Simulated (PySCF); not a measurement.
**Ionisation energy of Cd+ by level of theory**

Cd+ [Kr] 4d10 5s1 (2S) → Cd(2+) [Kr] 4d10 (1S), as a difference of total energies. All numbers are calculated (PySCF 2.14, scalar relativity by spin-free X2C-1e, in ANO-RCC-VTZP). Correlated levels: valence and next inner shell: [Ar] 3d10 frozen. The calculations carry no spin-orbit coupling.

Question: Order these methods by the ionisation energy they give, lowest first.
A. SCS-MP2 (valence and next inner shell)
B. CCSD (valence and next inner shell)
C. CCSD(T) (valence and next inner shell)
D. MP2 (valence and next inner shell)

Answer: A (16.725 eV), B (16.770 eV), C (16.860 eV), D (16.942 eV).

Errors of the correlated levels include the incompleteness of this basis and the frozen core.

For comparison: 16.908 eV (measured; NIST Atomic Spectra Database, ionization energies).
